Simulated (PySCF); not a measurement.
Distorted geometries of Eu2O2F2

Eu2O2F2 (singlet in the valence; each metal's 4f electrons, 6 of them, lie in its core potential, out of spins and levels). PySCF 2.14.0, RKS PBE, Eu lcecp-1-SVP with ECP52, O def2-SVP, F def2-SVP; non-relativistic Hamiltonian with scalar-relativistic core potentials where named; density fitting; no spin-orbit coupling. Relaxed geometry:

```xyz
6

Eu    0.0000   -0.7315    1.4291
Eu    0.0000    0.7315   -1.4291
O     1.3571    0.0000    0.0000
O    -1.3571    0.0000    0.0000
F     0.0000    0.5029    3.0915
F     0.0000   -0.5029   -3.0915
```

Q: Order these distorted geometries by energy above the relaxed one, lowest first.
A.
```xyz
6

Eu   -0.0155   -0.6603    1.3811
Eu    0.0340    0.6903   -1.4965
O     1.3516   -0.0387    0.0121
O    -1.3870   -0.0070    0.0389
F     0.0052    0.5032    3.0474
F     0.0117   -0.4875   -2.9830
```
B.
```xyz
6

Eu    0.0425   -0.6651    1.4771
Eu    0.0307    0.7458   -1.3595
O     1.2961    0.0373   -0.0783
O    -1.3580   -0.0736   -0.0350
F     0.0189    0.4713    3.0808
F    -0.0303   -0.5158   -3.0850
```
C.
```xyz
6

Eu   -0.0029   -0.6764    1.3926
Eu   -0.0264    0.7798   -1.5161
O     1.2749   -0.0112   -0.0361
O    -1.3805   -0.0744    0.0921
F     0.0469    0.4200    3.1441
F     0.0880   -0.4378   -3.0766
```

A: C (0.43 eV), B (0.48 eV), A (0.53 eV).

Q: Which forces (eV/Å) act in the one that lies 0.48 eV up?

A: 
```
Eu  -0.60 -1.75 -2.25
Eu  -2.14  0.77 -3.62
O    2.48 -0.94  2.34
O    0.16 -0.05  1.09
F   -0.03  1.45  1.80
F    0.12  0.51  0.65
```
Forces carry noise of the integration grid, about 0.01 to 0.03 eV/Å.

An lcecp potential fixes the number of 4f electrons, so in runs with it no electron can move into or out of that shell.
